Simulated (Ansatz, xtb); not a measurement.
Relative energy of two isomers of B2Cl2H4O2

Structure I: `[H]/[O+]=[BH-]\[OH+][BH-](Cl)Cl`, a singlet. Structure II: `Cl[B@H-]1[OH+][B@H-](Cl)[OH+]1`, a singlet. Both are isolated molecules in the gas phase, relaxed with PBE0-D4/def2-SVP; each stands in its lowest conformer found.

Q: Estimate which is lower in electronic energy at CCSD(T)/def2-SVP + ΔMP2/def2-TZVPP, and by roughly how much.

A: The CCSD(T)/def2-SVP + ΔMP2/def2-TZVPP calculation puts structure I lower, by 1.45 kcal/mol.

How the difference moves with the method:

```csv
level,geometry,E(II) − E(I) (kcal/mol),departure from the last row (kcal/mol),"job, with rough time for the two"
PBE0-D4/def2-SVP,PBE0-D4/def2-SVP,+1.42,−0.03,"optimisation, 38 s"
HF/def2-SVP,PBE0-D4/def2-SVP,+5.88,+4.43,part of the CCSD(T) run
MP2/def2-SVP,PBE0-D4/def2-SVP,+1.72,+0.27,part of the CCSD(T) run
CCSD(T)/def2-SVP,PBE0-D4/def2-SVP,+1.97,+0.52,single point
CCSD(T)/def2-SVP + ΔMP2/def2-TZVPP,PBE0-D4/def2-SVP,+1.45,,"single point, 41 s"
```

As drawn, II has 2 B–O in place of 1 B=O. Structure I has no ring, II a 4-membered ring.

None of the levels shown reverses the order. The largest departure from CCSD(T)/def2-SVP + ΔMP2/def2-TZVPP is that of HF/def2-SVP, 4.43 kcal/mol. Levels run at GFN2-xTB geometries aren't shown. The last row adds to CCSD(T) the change of the MP2 difference between the two basis sets, here −0.52 kcal/mol.

With thermal terms from frequencies at re-optimised GFN2-xTB minima (ideal gas, soft modes damped towards free rotors, one conformer each, 298.15 K, 1 atm): the zero-point term adds +0.30 kcal/mol; ΔH is +1.34 and ΔG +2.35 kcal/mol.

The correlated steps freeze 14 core orbitals. Mirror images aren't counted in ΔG. Run with Ansatz 0.2.0, xtb 6.7.1; the last row on 2 threads of Arm Neoverse V1 on a shared host.
